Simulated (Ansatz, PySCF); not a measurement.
C2H7ClInN, singlet, at a GFN2-xTB geometry (such geometries of metal compounds can be far from the true shape) (all electrons, no relativity). Base run: CASSCF(2,4)/STO-3G (PySCF).

Input for PySCF:
```python
from pyscf import gto, scf, mcscf
import numpy

mol = gto.M(
    atom='''
In   -0.058342    0.110457    0.078812
Cl    1.807172    0.583818    1.377438
C    -0.294257   -1.843110   -1.036112
C    -1.491961   -1.804708   -1.963018
H    -0.380580   -2.631041   -0.287365
H     0.640604   -1.978251   -1.581947
H    -1.403504   -0.987817   -2.679577
H    -2.416727   -1.667930   -1.402197
H    -1.567777   -2.741410   -2.518987
N    -1.240318    1.787707   -0.170047
H    -1.099550    2.443379    0.592914
H    -2.236108    1.598722   -0.215943
''',
    basis='sto-3g',
    charge=0,
    spin=0,
    verbose=3,
)

mf = scf.RHF(mol)
mf.kernel()
mc = mcscf.CASSCF(mf, 4, 2)
mc.fix_spin_(ss=0.0)
mc.kernel()
occ = numpy.linalg.eigvalsh(mc.fcisolver.make_rdm1(mc.ci, mc.ncas, mc.nelecas))[::-1]
ss = mc.fcisolver.spin_square(mc.ci, mc.ncas, mc.nelecas)[0]
print('natural occupations', occ.round(4), ' <S^2>', round(ss, 4))
```

Programs used: Ansatz (a first-principles code), PySCF; a row that names a program was run with it.

Variants of this job, named by their change:

| change | ΔE vs base (mEh) | natural occupations | <S^2> of the state | outcome |
|---|---|---|---|---|
| base | 0.000 | 1.97 0.03 0.00 0.00 | 0.00 | converged |
| active space = 8 electrons, 8 orbitals | - | - | - | not converged |
| active space = 10 electrons, 9 orbitals | -34.395 | 2.00 1.99 1.99 1.97 1.96 0.05 0.03 0.02 0.01 | 0.00 | converged |
| state_average = 2 states | 11.732 | - | - | converged |
| active space = 4 electrons, 3 orbitals | 0.382 | 2.00 1.97 0.03 | 0.00 | converged |
| fix_spin_ = off | 0.000 | 1.97 0.03 0.00 0.00 | 0.00 | converged |
| code = ansatz | -2.679 | - | - | converged |
| conv_tol = 1e-5 | 0.004 | 1.97 0.03 0.00 0.00 | 0.00 | converged |
| solver = newton | 0.000 | 1.97 0.03 0.00 0.00 | 0.00 | converged |
| code = ansatz; correction = SC-NEVPT2, all electrons | -175.6 | - | - | converged |
| orbitals = fixed (CASCI) | 11.102 | 1.99 0.01 0.00 0.00 | 0.00 | converged |

Active orbitals are taken around the Fermi level unless the row says otherwise; CASSCF can end in different local minima, and two programs can end on different orbitals. State-averaged rows give the lowest state.
